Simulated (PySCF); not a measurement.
Hg (mercury, neutral) across methods

[Xe] 4f14 5d10 6s1 6d1, high-spin 3D determinant (an excited configuration). Calculation: PySCF 2.14, in aug-cc-pwCVDZ-PP with ECP60MDF; a scalar-relativistic core potential. The B2PLYP total includes its PT2 part (frozen core); its orbital energies are those of the SCF part.

```json
{"method": "PBE0", "E (hartree)": "-153.1546", "mean ε 5d β (eV)": "-15.353", "mean ε 6s α (eV)": "-10.806", "mean ε 6d α (eV)": "0.432", "Σ⟨r²⟩ (bohr²)": "75.04", "⟨S²⟩": "2.001"}
{"method": "r2SCAN", "E (hartree)": "-153.2161", "mean ε 5d β (eV)": "-13.838", "mean ε 6s α (eV)": "-10.218", "mean ε 6d α (eV)": "0.793", "Σ⟨r²⟩ (bohr²)": "74.92", "⟨S²⟩": "2.002"}
{"method": "B2PLYP", "E (hartree)": "-152.9451", "mean ε 5d β (eV)": "-17.031", "mean ε 6s α (eV)": "-11.365", "mean ε 6d α (eV)": "0.361", "Σ⟨r²⟩ (bohr²)": "75.14", "⟨S²⟩": "2.001"}
{"method": "LDA", "E (hartree)": "-152.9192", "mean ε 5d β (eV)": "-13.714", "mean ε 6s α (eV)": "-10.405", "mean ε 6d α (eV)": "0.832", "Σ⟨r²⟩ (bohr²)": "74.91", "⟨S²⟩": "2.001"}
{"method": "PBE", "E (hartree)": "-153.1921", "mean ε 5d β (eV)": "-13.512", "mean ε 6s α (eV)": "-10.021", "mean ε 6d α (eV)": "0.677", "Σ⟨r²⟩ (bohr²)": "75.20", "⟨S²⟩": "2.001"}
{"method": "BLYP", "E (hartree)": "-153.1387", "mean ε 5d β (eV)": "-13.379", "mean ε 6s α (eV)": "-9.884", "mean ε 6d α (eV)": "0.833", "Σ⟨r²⟩ (bohr²)": "75.27", "⟨S²⟩": "2.000"}
{"method": "r2SCANh", "E (hartree)": "-153.1935", "mean ε 5d β (eV)": "-14.545", "mean ε 6s α (eV)": "-10.538", "mean ε 6d α (eV)": "0.698", "Σ⟨r²⟩ (bohr²)": "74.88", "⟨S²⟩": "2.002"}
{"method": "HSE06", "E (hartree)": "-153.1529", "mean ε 5d β (eV)": "-14.941", "mean ε 6s α (eV)": "-10.432", "mean ε 6d α (eV)": "0.726", "Σ⟨r²⟩ (bohr²)": "75.06", "⟨S²⟩": "2.001"}
```

(1) Estimate the same row for UHF.

Energies and moments cover only the electrons outside the core potential. Spin-orbit coupling, absent here, splits the open shell strongly. The outer electron is Rydberg-like, and this basis confines it to a smaller radius and binds it less than a complete one would.

The highest occupied level is positive at PBE0, r2SCAN, B2PLYP, LDA, PBE, BLYP, r2SCANh, HSE06: only the finite basis holds that electron, which in a density functional comes from self-interaction.

Answers

(1) E (hartree) = -152.22859; mean ε 5d β (eV) = -19.922; mean ε 6s α (eV) = -12.325; mean ε 6d α (eV) = -0.034; Σ⟨r²⟩ (bohr²) = 75.34; ⟨S²⟩ = 2.002.
